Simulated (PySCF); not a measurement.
PySCF input file for C4H7BO, SMILES CB1CC=CO1, PBE/pcSseg-1. Geometry optimised at PBE0-D3(BJ)/def2-SVP. The structure was generated by enumeration, and PubChem lists no compound with its InChIKey, so it may never have been made. Other conformers were not sampled.

```python
import numpy as np
from pyscf import gto, scf, dft
from pyscf.prop.nmr import rks as nmr

mol = gto.M(
    atom='''
    C     0.00218730    2.26777667    0.00000000
    B    -0.03208723    0.70594460   -0.00000000
    C    -1.25068567   -0.31201436   -0.00000000
    C    -0.51072623   -1.61831070    0.00000000
    C     0.80316359   -1.37306630    0.00000000
    O     1.13216998   -0.03375017   -0.00000000
    H    -0.53074643    2.66597953   -0.87971899
    H     1.02578284    2.66842572   -0.00000001
    H    -0.53074643    2.66597954    0.87971900
    H    -1.90947172   -0.18429303   -0.87872067
    H    -1.90947172   -0.18429303    0.87872067
    H    -0.95390210   -2.61479612    0.00000000
    H     1.64799796   -2.06303603   -0.00000000
    ''',
    basis='pcSseg-1',
    charge=0,
    spin=0,
    max_memory=1600,
    verbose=3,
)
mf = dft.RKS(mol, xc='pbe')
mf.grids.level = 3
mf.conv_tol = 1e-10
mf.max_cycle = 100
mf.kernel()
n = nmr.NMR(mf)
n.verbose = 2
n.max_cycle_cphf = 60
sigma = n.kernel()
print('atom   isotropic/ppm   span/ppm')
for i, s in enumerate(sigma):
    w = np.linalg.eigvalsh((s + s.T) / 2)
    print(f'{mol.atom_symbol(i):2s}{i + 1:3d} {w.mean():14.3f} {w[2] - w[0]:11.3f}')
```

Program output:

```
converged SCF energy = -256.390295090732
atom   isotropic/ppm   span/ppm
C   1        178.892      29.758
B   2         36.946     106.715
C   3        152.339      31.478
C   4         63.683     183.162
C   5         25.131     150.194
O   6         44.029     384.840
H   7         30.467       9.301
H   8         30.383      10.109
H   9         30.467       9.301
H  10         29.314       9.983
H  11         29.314       9.983
H  12         25.604       2.171
H  13         24.375       4.354
```

The calculation finished and met its thresholds.
